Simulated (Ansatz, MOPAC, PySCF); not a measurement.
Dimer: HBr (SMILES Br) (first 2 atoms) with H4OSi (SMILES O[SiH3]); geometry from B3LYP-D3(BJ)/def2-TZVP, rigid monomers moved along the line of their centres of mass till Br1···H5 is 2.53 Å.
(charge 0, multiplicity 1):
| atom | x (Å) | y (Å) | z (Å) |
|---|---|---|---|
| Br | -0.4673 | -1.3769 | -0.0963 |
| H | 0.4134 | -0.3081 | 0.2541 |
| O | -1.0748 | -0.2226 | 2.9340 |
| Si | 0.5250 | 0.1138 | 3.1349 |
| H | -1.3219 | -0.8106 | 2.2128 |
| H | 1.3087 | -1.0789 | 3.5365 |
| H | 0.6068 | 1.1528 | 4.1790 |
| H | 1.1272 | 0.6335 | 1.8745 |

Monomers are frozen at their geometry in the pair; levels with a basis set take the counterpoise correction. Rows marked so take none.

Correlated levels freeze the cores. Filled d and f shells under p-block atoms count as core. CBS: X⁻³ extrapolation of the correlation energy, Hartree–Fock from the larger set. Rows in 3-21G, 6-31G*, LANL2DZ carry no dispersion term and start afresh at each structure (6-31G* with six Cartesian d functions); the Pople sets are all-electron and without relativity. LANL2DZ brings its own core potentials from Na on. The state reached by PM3, PM6 isn't checked.

Run with Ansatz (a first-principles code); MOPAC for PM3, PM6 (differences of heats of formation); PySCF for 3-21G rows, 6-31G* rows, LANL2DZ rows, the dispersion terms. Each number belongs to the level named beside it.

Other levels give for the interaction energy: PBE/def2-TZVPPD -54.8; B3LYP/def2-TZVPPD 22.3; B3LYP-D3(BJ)/def2-TZVPPD -99.5; wB97M-V/def2-TZVPPD -74.1; CCSD(T)/CBS(def2-SVPD, def2-TZVPPD) -50.7 meV.

### Question
What do these common cheap choices give for the same quantity: PM3, PM6, HF/3-21G (no counterpoise), HF/6-31G*, HF/6-31G* (no counterpoise), B3LYP/3-21G (no counterpoise), B3LYP/6-31G*, B3LYP/LANL2DZ (no counterpoise)?

### Answer
PM3 -140.7; PM6 -16.8; HF/3-21G (no counterpoise) 58.1; HF/6-31G* 155.6; HF/6-31G* (no counterpoise) 121.8; B3LYP/3-21G (no counterpoise) -94.8; B3LYP/6-31G* 41.6; B3LYP/LANL2DZ (no counterpoise) 38.6 meV. They span -140.7 to 155.6 meV.
